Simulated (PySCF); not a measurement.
```xyz
26

C     -4.3957    -2.0432     0.1759
Ge    -4.9188    -0.1691    -0.0435
Ge    -2.9991     1.2899    -0.3223
Ge    -3.6738     3.5967    -0.6523
Ge    -1.7864     5.1174    -0.7482
Ge    -2.4781     7.3919    -1.2339
Ge    -0.6473     8.9706    -1.0218
C     -1.2020    10.7965    -1.4599
H     -5.2881    -2.6734     0.3010
H     -3.7555    -2.1585     1.0618
H     -3.8401    -2.3894    -0.7070
H     -5.7171     0.2998     1.1917
H     -5.8331    -0.0226    -1.2784
H     -2.1582     0.8391    -1.5367
H     -2.0884     1.2071     0.9222
H     -4.6013     4.0322     0.5025
H     -4.4852     3.7061    -1.9608
H     -1.0451     5.0788     0.6052
H     -0.7944     4.6439    -1.8316
H     -3.6180     7.7822    -0.2676
H     -3.0570     7.4359    -2.6650
H      0.4978     8.5314    -1.9587
H     -0.1192     8.9157     0.4275
H     -1.5635    10.8465    -2.4967
H     -2.0108    11.1198    -0.7894
H     -0.3536    11.4872    -1.3481
```

Charge 0, multiplicity 1.

Give the Mulliken and meta-Löwdin atomic charges from PBE0-D4/def2-TZVP // PBE0-D3(BJ)/def2-SVP in PySCF.


| atom | Mulliken (e) | meta-Löwdin (e) |
|---|---|---|
| C1 | -0.48 | -0.54 |
| Ge2 | 0.08 | 0.30 |
| Ge3 | -0.09 | 0.05 |
| Ge4 | -0.05 | 0.07 |
| Ge5 | -0.05 | 0.07 |
| Ge6 | -0.09 | 0.05 |
| Ge7 | 0.08 | 0.31 |
| C8 | -0.48 | -0.54 |
| H9 | 0.15 | 0.13 |
| H10 | 0.15 | 0.13 |
| H11 | 0.15 | 0.13 |
| H12 | 0.01 | -0.06 |
| H13 | 0.01 | -0.06 |
| H14 | 0.02 | -0.04 |
| H15 | 0.02 | -0.04 |
| H16 | 0.02 | -0.04 |
| H17 | 0.02 | -0.04 |
| H18 | 0.02 | -0.04 |
| H19 | 0.02 | -0.04 |
| H20 | 0.02 | -0.04 |
| H21 | 0.02 | -0.04 |
| H22 | 0.01 | -0.06 |
| H23 | 0.01 | -0.06 |
| H24 | 0.15 | 0.13 |
| H25 | 0.15 | 0.13 |
| H26 | 0.15 | 0.13 |
